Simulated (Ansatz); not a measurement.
`C[SiH](N)Cl` and `N[SiH](Cl)O[SiH3]` differ in one atom or group.

Ansatz, PBE0-D4/def2-TZVP geometries, multiplicity 1. Each molecule was computed in one conformer, which needn't be the lowest.

```csv
property,`C[SiH](N)Cl`
HOMO energy (PBE/def2-TZVPP) / eV,-6.39
"ideal-gas entropy at 298 K and 1 bar (rigid rotor, harmonic PBE0-D4/def2-TZVP) / J/(mol·K)",331
LUMO energy (PBE/def2-TZVPP) / eV,-0.07
size of the dipole moment (ωB97M-V/def2-TZVPP) / D,1.97
LUMO energy (ωB97M-V/def2-TZVPP) / eV,2.19
HOMO–LUMO gap (B3LYP/def2-TZVPP) / eV,8.01
```

(1) Give the same properties after the change, and the shifts. (An estimate is asked.)

## Answers

(1) Ansatz gave: 
```tsv
property	`N[SiH](Cl)O[SiH3]`	shift
HOMO energy (PBE/def2-TZVPP) / eV	-6.56	-0.17
ideal-gas entropy at 298 K and 1 bar (rigid rotor, harmonic PBE0-D4/def2-TZVP) / J/(mol·K)	392	61
LUMO energy (PBE/def2-TZVPP) / eV	-0.70	-0.63
size of the dipole moment (ωB97M-V/def2-TZVPP) / D	1.59	-0.38
LUMO energy (ωB97M-V/def2-TZVPP) / eV	1.82	-0.37
HOMO–LUMO gap (B3LYP/def2-TZVPP) / eV	7.70	-0.31
```

With PBE0 the HOMO falls by 0.17 eV and the LUMO falls by 0.59 eV, so the gap narrows by about 0.42 eV. PBE moves the HOMO by -0.17 eV and ωB97M-V by -0.18 eV. The zero-point energy changes by -17.0 kJ/mol with +3 modes. Dipoles are sizes alone; their direction can turn. Modes under 60 cm⁻¹, often nearly free rotors, make the harmonic entropy too high.

B3LYP here is the variant with VWN-RPA as its local correlation; programs differ in this.
